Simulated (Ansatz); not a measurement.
`S=C[NH][InH2]` from Hartree–Fock to CCSD(T)

```xyz
8

S    -0.2143   -2.9269   -0.1993
C    -0.4302   -1.3055   -0.2347
N     0.4400   -0.3743    0.1783
In    0.1526    1.6745    0.1271
H    -1.3632   -0.8883   -0.6264
H     1.2936   -0.7913    0.5354
H    -1.3683    2.0809   -0.5212
H     1.4897    2.5310    0.7408
```

Total charge 0; spin multiplicity 1. Correlated methods include outer-core shells of In, which these sets cover unevenly. In: def2 effective core potential. The geometry is a stationary point of PBE0-D4/def2-TZVP. It is one conformer, not always the lowest. Frozen core, restricted reference, Ansatz.

```json
{"basis": "def2-SVP", "HF (Eh)": "-681.16153", "MP2 corr.": "-0.51769", "CCSD corr.": "-0.55650", "(T)": "-0.02121", "CCSD(T) total": "-681.73924"}
{"basis": "def2-TZVPP", "HF (Eh)": "-681.41857", "MP2 corr.": "-0.83052", "CCSD corr.": "-0.85447", "(T)": "-0.03759", "CCSD(T) total": "-682.31063"}
{"basis": "def2-QZVPP", "HF (Eh)": "-681.43587", "MP2 corr.": "-1.05866", "CCSD corr.": "–", "(T)": "–", "CCSD(T) total": "–"}
```
